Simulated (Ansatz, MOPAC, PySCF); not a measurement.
Noncovalent pair: C2H3N (SMILES CC#N) (first 6 atoms) with CH5N (SMILES CN); geometry from B3LYP-D3(BJ)/def2-TZVP, rigid monomers moved along the line of their centres of mass till H5···N8 is 3.36 Å.
(charge 0, multiplicity 1):
```
atom    x (Å)    y (Å)    z (Å)
----  -------  -------  -------
C      0.1925   1.3018   0.1628
C     -0.6366   0.1087   0.1424
N     -1.2926  -0.8356   0.1621
H     -0.2892   2.1057  -0.3942
H      0.3242   1.6020   1.2047
H      1.1636   1.0938  -0.2870
C      0.8428  -0.6372   4.5128
N     -0.1652   0.4053   4.3071
H      1.7657  -0.1822   4.8766
H      1.0618  -1.1137   3.5566
H      0.5510  -1.4250   5.2183
H     -0.4108   0.8446   5.1862
H     -1.0137  -0.0018   3.9301
```

Counterpoise-corrected where a basis set is named; no monomer relaxation. Rows marked so take none.

Correlated levels freeze the cores. Rows in 3-21G, 6-31G*, STO-3G carry no dispersion term and start afresh at each structure (6-31G* with six Cartesian d functions). The state that PM3, PM7 reach isn't checked; PM7 holds dispersion and hydrogen-bond terms.

Codes used: Ansatz (a program for electronic structure) with Gaussian orbitals; MOPAC for PM3, PM7 (differences of heats of formation); PySCF for 3-21G rows, 6-31G* rows, STO-3G rows, the dispersion terms. Values without a source in brackets are computed.

Other levels give for the interaction energy: PBE/def2-TZVPPD -2.14; B3LYP/def2-TZVPPD -1.72; B3LYP-D3(BJ)/def2-TZVPPD -2.51; wB97M-V/def2-TZVPPD -2.52; CCSD(T)/aug-cc-pVDZ -2.39 kcal/mol.

Problem. What do these common cheap choices give for the same quantity: PM3, PM7, HF/STO-3G (no counterpoise), HF/3-21G (no counterpoise), HF/6-31G* (no counterpoise), B3LYP/3-21G (no counterpoise), B3LYP/6-31G*, B3LYP/6-31G* (no counterpoise)?

Solution. PM3 -0.75; PM7 -2.61; HF/STO-3G (no counterpoise) -1.19; HF/3-21G (no counterpoise) -2.57; HF/6-31G* (no counterpoise) -2.41; B3LYP/3-21G (no counterpoise) -2.57; B3LYP/6-31G* -1.79; B3LYP/6-31G* (no counterpoise) -2.43 kcal/mol. They span -2.61 to -0.75 kcal/mol.
